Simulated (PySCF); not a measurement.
C2H7FGe. Atoms are numbered in the order given.

```xyz
11

Ge     0.5383     0.4001    -0.1731
F      1.2091    -0.8628     0.8706
C     -1.2388    -0.2325    -0.7117
C     -2.1338    -0.5609     0.4874
H      0.4758     1.6806     0.7061
H      1.5302     0.5554    -1.3586
H     -1.6883     0.5522    -1.3584
H     -1.0846    -1.1224    -1.3577
H     -1.6657    -1.3298     1.1343
H     -2.3164     0.3334     1.1186
H     -3.1229    -0.9467     0.1654
```
Charge 0, spin multiplicity 1.

Geometry optimised at PBE-D3(BJ)/def2-SVP. One conformer was computed; it need not be the lowest.

Method: PySCF with PBE-D3(BJ)/def2-SVP.

Frequencies are harmonic and unscaled.

```csv
mode,ν (cm⁻¹),IR (km/mol),moving atoms (share of kinetic energy)
1,58,1.4,"H 32 %, F 32 %, C 29 %"
2,143,3.2,"H 38 %, F 35 %, C 22 %"
3,213,0.5,"H 70 %, C 25 %"
4,267,4.2,"H 47 %, C 28 %, Ge 15 %, F 11 %"
5,470,25.8,"H 74 %, C 13 %, Ge 12 %"
6,570,10.8,"C 55 %, H 33 %, Ge 10 %"
7,641,14.3,H 90 %
8,672,61.2,"F 71 %, Ge 20 %"
9,684,27.2,"H 76 %, C 14 %"
10,780,119.5,H 94 %
11,830,67.5,H 98 %
12,941,4.9,"H 84 %, C 15 %"
13,954,5.6,"H 80 %, C 19 %"
14,1031,10.0,"C 70 %, H 30 %"
15,1196,0.4,"H 65 %, C 34 %"
16,1205,2.2,"H 77 %, C 23 %"
17,1344,1.8,"H 82 %, C 18 %"
18,1382,3.0,"H 90 %, C 10 %"
19,1423,7.0,H 97 %
20,1428,5.2,H 97 %
21,2067,105.8,H 99 %
22,2082,157.1,H 98 %
23,2968,26.9,H 97 %
24,2980,10.5,H 95 %
25,3034,1.9,"H 91 %, C 9 %"
26,3052,17.6,"H 91 %, C 9 %"
27,3065,13.1,"H 91 %, C 9 %"
```
